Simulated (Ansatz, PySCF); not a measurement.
Gas-phase reaction (SMILES): [Cl][GaH2] + Cl (HCl) → [Cl][GaH][Cl] + [H][H] (H2); hydrogen chloride cleaves one Ga-H bond, a model of a ligand-exchange step.

Each molecule is optimised on its own at B3LYP-D3(BJ)/def2-TZVP (Ansatz, an electronic-structure program). Valence correlation only, unless marked. No spin-orbit coupling. Frozen are the shells of the preceding noble gas and the d and f shells that filled before the atom's block. Non-relativistic. CBS marks a two-point X^-3 extrapolation of the correlation energy; Hartree-Fock from the larger set. Thermal terms are rigid-rotor harmonic-oscillator values from B3LYP-D3(BJ) frequencies (Ansatz or PySCF) at 298.15 K and 1 atm. 1 Eh = 627.5095 kcal/mol.

```
species        E, CCSD(T)/CBS(def2-TZVPPD,def2-QZVPPD) (Ansatz) (Eh)  E, r2SCAN-D4/def2-TZVPD (Ansatz + dftd4) (Eh)  H - E (Eh)
-------------  -----------------------------------------------------  ---------------------------------------------  ----------
[Cl][GaH2]                                               -2384.37904                                    -2386.26595     0.01882
Cl (HCl)                                                  -460.37886                                     -460.78611     0.01000
[Cl][GaH][Cl]                                            -2843.62505                                    -2845.92141     0.01470
[H][H] (H2)                                                 -1.17452                                       -1.17100     0.01336
```

Question: Work out ΔE and ΔH at 298.15 K at the first level, then ΔH at the second.

Answer: 
1. ΔE = [(-2843.62505) + (-1.17452)] - [(-2384.37904) + (-460.37886)] = -0.04167 Eh = -26.1 kcal/mol at CCSD(T)/CBS(def2-TZVPPD,def2-QZVPPD).
2. The terms H - E add up to -0.00076 Eh, so ΔH = (-0.04167 + (-0.00076))×627.5095 = -26.6 kcal/mol.
3. At r2SCAN-D4/def2-TZVPD the same steps give ΔE = -25.3 and ΔH = -25.8 kcal/mol, a shift of +0.8 from the first level.
4. These values are not checked against measurement here, since the tables used lack a sound gas-phase enthalpy of formation for at least one species.
